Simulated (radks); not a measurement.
All-electron atom: Ni4+ in [Ar] 3d6. Method: non-relativistic Kohn-Sham, PBEsol, spin-polarised, spherical densities, point nucleus; open shells are filled with parallel spins first; computed with a radial shooting solver on a logarithmic mesh with Libxc functionals.

Normalised radial functions P(r) = r R(r), r in bohr:

r	3p up
0.002645	0.0017
0.003417	0.0028
0.004449	0.0046
0.005747	0.0076
0.007423	0.0124
0.009666	0.0203
0.01249	0.0326
0.01626	0.0525
0.021	0.0820
0.02735	0.1273
0.03533	0.1901
0.046	0.2779
0.05942	0.3844
0.07676	0.5026
0.09995	0.6112
0.1291	0.6600
0.1681	0.5913
0.2172	0.3575
0.2828	-0.0632
0.3653	-0.5694
0.4756	-1.0277
0.6144	-1.2375
0.7936	-1.1453
1.033	-0.8216
1.335	-0.4592
1.738	-0.1840
2.245	-0.0522
2.924	-0.0087
3.777	-0.0008
4.918	0.0000
6.353	0.0000

3p up: eigenvalue -134.08 eV, 1 radial node at r = 0.273 bohr, <r> = 0.759 bohr, 90 % of the charge inside 1.16 bohr.
